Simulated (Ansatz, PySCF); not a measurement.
Al(Me)(OMe)(PH2) (C2H8AlOP), SMILES C[O][Al]([CH3])[PH2]. Atoms are numbered in the order given.

```xyz
13

Al     0.4033    -0.1281     0.3239
C      1.8153    -0.4479     1.6220
H      1.4093    -0.9078     2.5387
H      2.3041     0.4918     1.9277
H      2.5848    -1.1238     1.2183
O      0.3751    -1.0842    -1.0836
C     -0.3800    -1.2393    -2.2358
H      0.2220    -1.0113    -3.1337
H     -0.7322    -2.2817    -2.3345
H     -1.2725    -0.5839    -2.2617
P     -1.1903     1.5707     0.5321
H     -1.4304     1.2652     1.9086
H     -2.2582     0.7474     0.0553
```
Charge 0, spin multiplicity 1.

Geometry optimised at PBE0-D3(BJ)/def2-SVP. The structure was generated by enumeration; whether it is a known compound was not checked. One conformer was computed; it need not be the lowest.

Two levels are set side by side: PBE-D3(BJ)/def2-SVP (Ansatz, a program for electronic structure) and PBE0-D3(BJ)/def2-SVP (Ansatz). Each level has its own optimised geometry; the coordinates shown are those of the second. Frequencies come from the Hessian of PySCF at each geometry. Differences are taken from unrounded values.

```json
[
 {"quantity": "mean bond length (Å)", "PBE0-D3(BJ)": "1.405", "PBE-D3(BJ)": "1.416", "PBE-D3(BJ) minus PBE0-D3(BJ)": "0.011"},
 {"quantity": "bond Al1–C2 (Å)", "PBE0-D3(BJ)": "1.944", "PBE-D3(BJ)": "1.956", "PBE-D3(BJ) minus PBE0-D3(BJ)": "0.011"},
 {"quantity": "bond Al1–O6 (Å)", "PBE0-D3(BJ)": "1.702", "PBE-D3(BJ)": "1.721", "PBE-D3(BJ) minus PBE0-D3(BJ)": "0.019"},
 {"quantity": "bond Al1–P11 (Å)", "PBE0-D3(BJ)": "2.339", "PBE-D3(BJ)": "2.355", "PBE-D3(BJ) minus PBE0-D3(BJ)": "0.017"},
 {"quantity": "bond O6–C7 (Å)", "PBE0-D3(BJ)": "1.386", "PBE-D3(BJ)": "1.400", "PBE-D3(BJ) minus PBE0-D3(BJ)": "0.014"},
 {"quantity": "bond C2–H3 (Å)", "PBE0-D3(BJ)": "1.103", "PBE-D3(BJ)": "1.111", "PBE-D3(BJ) minus PBE0-D3(BJ)": "0.008"},
 {"quantity": "bond C2–H4 (Å)", "PBE0-D3(BJ)": "1.102", "PBE-D3(BJ)": "1.110", "PBE-D3(BJ) minus PBE0-D3(BJ)": "0.008"},
 {"quantity": "bond C2–H5 (Å)", "PBE0-D3(BJ)": "1.101", "PBE-D3(BJ)": "1.109", "PBE-D3(BJ) minus PBE0-D3(BJ)": "0.008"},
 {"quantity": "bond C7–H8 (Å)", "PBE0-D3(BJ)": "1.105", "PBE-D3(BJ)": "1.114", "PBE-D3(BJ) minus PBE0-D3(BJ)": "0.009"},
 {"quantity": "bond C7–H9 (Å)", "PBE0-D3(BJ)": "1.105", "PBE-D3(BJ)": "1.114", "PBE-D3(BJ) minus PBE0-D3(BJ)": "0.009"},
 {"quantity": "bond C7–H10 (Å)", "PBE0-D3(BJ)": "1.108", "PBE-D3(BJ)": "1.117", "PBE-D3(BJ) minus PBE0-D3(BJ)": "0.009"},
 {"quantity": "bond P11–H12 (Å)", "PBE0-D3(BJ)": "1.430", "PBE-D3(BJ)": "1.443", "PBE-D3(BJ) minus PBE0-D3(BJ)": "0.013"},
 {"quantity": "bond P11–H13 (Å)", "PBE0-D3(BJ)": "1.430", "PBE-D3(BJ)": "1.443", "PBE-D3(BJ) minus PBE0-D3(BJ)": "0.013"},
 {"quantity": "highest harmonic wavenumber (cm⁻¹)", "PBE0-D3(BJ)": "3165", "PBE-D3(BJ)": "3080", "PBE-D3(BJ) minus PBE0-D3(BJ)": "-85"},
 {"quantity": "mean harmonic wavenumber (cm⁻¹)", "PBE0-D3(BJ)": "1263", "PBE-D3(BJ)": "1222", "PBE-D3(BJ) minus PBE0-D3(BJ)": "-42"},
 {"quantity": "zero-point energy (kcal/mol)", "PBE0-D3(BJ)": "59.60", "PBE-D3(BJ)": "57.63", "PBE-D3(BJ) minus PBE0-D3(BJ)": "-1.97"}
]
```

Exact exchange shortens and stiffens bonds; PBE has none. Differences between two approximate levels are no errors against the true value.
